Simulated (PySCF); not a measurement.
ammonium (H4N+), SMILES [NH4+], charge +1.

Geometry: r2SCAN-D4/def2-TZVPD.

Method: TDA-B3LYP/def2-TZVPD (PySCF).

Vertical excitations; the highest root listed may be one member of a degenerate set. The molecule is in vacuum. State labels are in the subgroup D2.

| state | symmetry | energy (eV) | λ (nm) | f | main pairs |
|---|---|---|---|---|---|
| S1 | B2 | 14.80 | 84 | 0.141 | HOMO−1→LUMO (degenerate set) |
| S2 | B3 | 14.80 | 84 | 0.141 | HOMO→LUMO (degenerate set) |
| S3 | B1 | 14.80 | 84 | 0.141 | HOMO−2→LUMO (degenerate set) |
| S4 | B1 | 16.66 | 74 | 0.000 | HOMO→LUMO+2, HOMO−1→LUMO+3 (degenerate set) |
| S5 | B3 | 16.66 | 74 | 0.000 | HOMO−1→LUMO+1, HOMO−2→LUMO+2 (degenerate set) |
| S6 | B2 | 16.66 | 74 | 0.000 | HOMO→LUMO+1, HOMO−2→LUMO+3 (degenerate set) |
| S7 | A | 16.84 | 74 | 0.000 | HOMO→LUMO+3, HOMO−1→LUMO+2, HOMO−2→LUMO+1 (degenerate set) |
| S8 | A | 16.84 | 74 | 0.000 | HOMO−2→LUMO+1, HOMO−1→LUMO+2 (degenerate set) |
| S9 | B1 | 17.17 | 72 | 0.167 | HOMO−1→LUMO+3, HOMO→LUMO+2 (degenerate set) |
| S10 | B2 | 17.17 | 72 | 0.167 | HOMO−2→LUMO+3, HOMO→LUMO+1 (degenerate set) |
| T1 | B2 | 13.91 | 89 | 0 | HOMO−1→LUMO (degenerate set) |
| T2 | B1 | 13.91 | 89 | 0 | HOMO−2→LUMO (degenerate set) |
| T3 | B3 | 13.91 | 89 | 0 | HOMO→LUMO (degenerate set) |
| T4 | A | 14.90 | 83 | 0 | HOMO−1→LUMO+2 30 %, HOMO→LUMO+3 30 %, HOMO−2→LUMO+1 30 % |
Triplets are in the Tamm–Dancoff approximation.
